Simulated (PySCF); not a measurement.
O2Si (SMILES O=[Si]=O), singlet, at a GFN2-xTB geometry; M062X/def2-SVP (PySCF).

PySCF was given this input:
```python
from pyscf import gto, scf, dft, solvent

mol = gto.Mole()
mol.atom = '''
    O    -0.000000   -0.000000   -1.491084
    Si    0.000000    0.000000    0.000000
    O     0.000000    0.000000    1.491084
'''
mol.basis = 'def2-svp'
mol.charge = 0
mol.spin = 0
mol.verbose = 4
mol.build()

mf = dft.RKS(mol)
mf.xc = 'm062x'
mf.kernel()
```

Output, abridged:

```
PySCF version 2.14.0

[INPUT] verbose = 4
[INPUT] num. atoms = 3
[INPUT] num. electrons = 30
[INPUT] charge = 0
[INPUT] spin (= nelec alpha-beta = 2S) = 0
[INPUT] symmetry False subgroup None
[INPUT] Mole.unit = angstrom
[INPUT] Symbol           X                Y                Z      unit          X                Y                Z       unit  Magmom
[INPUT]  1 O      0.000000000000   0.000000000000  -1.491084000000 AA    0.000000000000   0.000000000000  -2.817740388721 Bohr   0.0
[INPUT]  2 Si     0.000000000000   0.000000000000   0.000000000000 AA    0.000000000000   0.000000000000   0.000000000000 Bohr   0.0
[INPUT]  3 O      0.000000000000   0.000000000000   1.491084000000 AA    0.000000000000   0.000000000000   2.817740388721 Bohr   0.0

nuclear repulsion = 90.8529405422632
number of shells = 20
number of NR pGTOs = 84
number of NR cGTOs = 46
basis = def2-svp
ecp = {}

******** <class 'pyscf.dft.rks.RKS'> ********
method = RKS
initial guess = minao
damping factor = 0
level_shift factor = 0
DIIS = <class 'pyscf.scf.diis.CDIIS'>
diis_start_cycle = 1
diis_space = 8
diis_damp = 0
SCF conv_tol = 1e-09
SCF conv_tol_grad = None
SCF max_cycles = 50
direct_scf = True
direct_scf_tol = 1e-13
XC library pyscf.dft.libxc version 7.1.2
    S. Lehtola, C. Steigemann, M. J. T. Oliveira, and M. A. L. Marques,  SoftwareX 7, 1–5 (2018)
XC functionals = m062x
    Y. Zhao and D. G. Truhlar,  Theor. Chem. Acc. 120, 215 (2008)
    Y. Zhao and D. G. Truhlar,  Theor. Chem. Acc. 120, 215 (2008)
radial grids:
    Treutler-Ahlrichs [JCP 102, 346 (1995); DOI:10.1063/1.469408] (M4) radial grids

becke partition: Becke, JCP 88, 2547 (1988); DOI:10.1063/1.454033
pruning grids: <function nwchem_prune>
grids dens level: 3
symmetrized grids: False
atomic radii adjust function: <function treutler_atomic_radii_adjust>
small_rho_cutoff = 0
Set gradient conv threshold to 3.16228e-05
Initial guess from minao.
tot grids = 47344
init E= -439.844405936255
  HOMO = -0.483389693068258  LUMO = -0.158725019671579  gap/eV = 8.83458
cycle= 1 E= -439.386423784583  delta_E= 0.458  |g|= 1.09  |ddm|= 2.28
  HOMO = -0.266088293447832  LUMO = -0.058414632133839  gap/eV = 5.65109
cycle= 2 E= -438.907146604848  delta_E= 0.479  |g|= 1.89  |ddm|= 2.23
  HOMO = -0.410586256004973  LUMO = -0.0800209590057444  gap/eV = 8.99514
cycle= 3 E= -439.642620154309  delta_E= -0.735  |g|= 0.0223  |ddm|= 1.43
  HOMO = -0.410769139893597  LUMO = -0.0733130482265163  gap/eV = 9.18265
cycle= 4 E= -439.642839158331  delta_E= -0.000219  |g|= 0.00495  |ddm|= 0.0353
  HOMO = -0.410812390209186  LUMO = -0.0732742107156543  gap/eV = 9.18488
cycle= 5 E= -439.642857518238  delta_E= -1.84e-05  |g|= 0.00126  |ddm|= 0.011
  HOMO = -0.410647443054888  LUMO = -0.073271523213597  gap/eV = 9.18047
cycle= 6 E= -439.642859135806  delta_E= -1.62e-06  |g|= 0.000346  |ddm|= 0.00369
  HOMO = -0.410693438095276  LUMO = -0.0733669818752452  gap/eV = 9.17912
cycle= 7 E= -439.642859232495  delta_E= -9.67e-08  |g|= 6e-05  |ddm|= 0.000868
  HOMO = -0.410679881354584  LUMO = -0.0733524848527263  gap/eV = 9.17915
cycle= 8 E= -439.642859234287  delta_E= -1.79e-09  |g|= 8.23e-06  |ddm|= 0.000163
  HOMO = -0.410681383004243  LUMO = -0.0733539362678148  gap/eV = 9.17915
cycle= 9 E= -439.642859234311  delta_E= -2.41e-11  |g|= 8.59e-07  |ddm|= 1.63e-05
  HOMO = -0.410681548893901  LUMO = -0.0733539087355917  gap/eV = 9.17915
Extra cycle  E= -439.64285923431  delta_E= 5.68e-13  |g|= 1.16e-06  |ddm|= 1.76e-06
converged SCF energy = -439.64285923431
```
